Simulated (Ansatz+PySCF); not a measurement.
Results of a calculation; reference values are marked as such.
Input for PySCF 2.14.0:

```python
from pyscf import gto, scf, cc

mol = gto.M(atom="""
Be 0.000000 0.000000 0.000000
S 0.000000 0.000000 2.020000
""", basis='6-31g', charge=0, spin=0)
mf = scf.RHF(mol)
mf.kernel()
mycc = cc.CCSD(mf, frozen=6).run()
et = mycc.ccsd_t()
print(mf.e_tot, mycc.e_corr, et, mycc.e_tot + et)
```

The script is written out from the run's settings.

Output:

```
Converged                       : yes
Reference energy                : -412.06159 hartree
CCSD correlation energy         : -0.09975 hartree
Triples correction              : -0.00760 hartree
Total energy                    : -412.16895 hartree
Spin squared of the determinant : 0.000
```

Caution: large share of triples, a single reference is doubtful.
